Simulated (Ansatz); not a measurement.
Reaction (atomization): `F[SiH]1CN1` → C• + F• + 4 H• + N• + Si•

Calculated with Ansatz (gas phase, PBE0-D4/def2-TZVP geometries, no zero-point term in ΔE). CCSD(T)/CBS adds triple-zeta CCSD(T) − MP2 to the extrapolated MP2 energy (def2 sets, frozen cores). This one scheme is used for every species, atoms too. Functionals use def2-TZVPP. Open shells (•) are unrestricted, without spin–orbit coupling. Spin–orbit coupling would lower the free atoms: a little for C, F, Si.

```csv
level,ΔE (kJ/mol)
PBE0-D4,2940.8
BHLYP-D4,2842.1
CAM-B3LYP,2953.3
CCSD/def2-TZVPP,2805.4
```

Task: What does CCSD(T)/CBS give? (Best estimate.)

Result: Computed: +2949.6 kJ/mol. The listed levels differ from it by -8.8, -107.5, 3.7, -144.2 kJ/mol.

Largest T1 diagnostic among the species: 0.012.

From BLYP to BHLYP (50 % exact exchange), in def2-TZVPP and without D4, ΔE moves by −93.6 kJ/mol: exact exchange takes away binding that semilocal exchange gives to molecules. The D4 term adds +21.6 kJ/mol with B3LYP and +11.0 kJ/mol with PBE0; it sums over pairs of atoms, weighted by their polarisabilities, and B3LYP, whose exchange is more repulsive, gets the larger term.

B3LYP here is the variant with VWN-RPA as its local correlation; programs differ in this.

For atomizations the MP2-based limit and the directly extrapolated one differ by several kJ/mol either way, and by 10 to 25 for some Ge, Se and Sn compounds, so smaller differences from it don't rank the levels.
